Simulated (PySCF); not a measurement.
**CaSe: frontier orbitals**

r²SCAN0 at R = 2.440 Å; basis Ca def2-TZVPP, Se def2-TZVPP; no relativity; PySCF 2.14. State: ¹Σ⁺ (singlet), closed shell. Only the outer orbitals are listed, counted within each symmetry.

```json
{"orbital": "10σ", "occ.": "2", "ε (eV)": "-50.80", "on Ca (%)": "100", "main shells (%)": "100 Ca s"}
{"orbital": "5π", "occ.": "2", "ε (eV)": "-30.29", "on Ca (%)": "100", "main shells (%)": "100 Ca p"}
{"orbital": "5π", "occ.": "2", "ε (eV)": "-30.29", "on Ca (%)": "100", "main shells (%)": "100 Ca p"}
{"orbital": "11σ", "occ.": "2", "ε (eV)": "-30.17", "on Ca (%)": "99", "main shells (%)": "99 Ca p"}
{"orbital": "12σ", "occ.": "2", "ε (eV)": "-15.49", "on Ca (%)": "6", "main shells (%)": "94 Se s"}
{"orbital": "13σ", "occ.": "2", "ε (eV)": "-5.47", "on Ca (%)": "23", "main shells (%)": "76 Se p, 15 Ca s"}
{"orbital": "6π", "occ.": "2", "ε (eV)": "-4.95", "on Ca (%)": "16", "main shells (%)": "83 Se p, 11 Ca d"}
{"orbital": "6π", "occ.": "2", "ε (eV)": "-4.95", "on Ca (%)": "16", "main shells (%)": "83 Se p, 11 Ca d"}
{"orbital": "14σ", "occ.": "0", "ε (eV)": "-2.36", "on Ca (%)": "91", "main shells (%)": "65 Ca s, 24 Ca p, 10 Se p"}
{"orbital": "7π", "occ.": "0", "ε (eV)": "-0.57", "on Ca (%)": "100", "main shells (%)": "69 Ca p, 31 Ca d"}
{"orbital": "7π", "occ.": "0", "ε (eV)": "-0.57", "on Ca (%)": "100", "main shells (%)": "69 Ca p, 31 Ca d"}
```

Problem. Which are the highest filled and the lowest empty level, where do they sit, and how wide is the gap?

Solution. Highest filled 6π at -4.95 eV (in %: 83 Se p, 11 Ca d); lowest empty 14σ at -2.36 eV (in %: 65 Ca s, 24 Ca p, 10 Se p); the gap at r²SCAN0 is 2.59 eV.

```json
{"bond order (Mayer)": "1.93", "⟨S²⟩": "0.000", "charge on Ca (Mulliken, basis-dependent)": "0.81", "charge on Ca (Löwdin, basis-dependent)": "0.37", "dipole moment (positive dipole means Ca(−)Se(+))": "-11.08 D"}
```
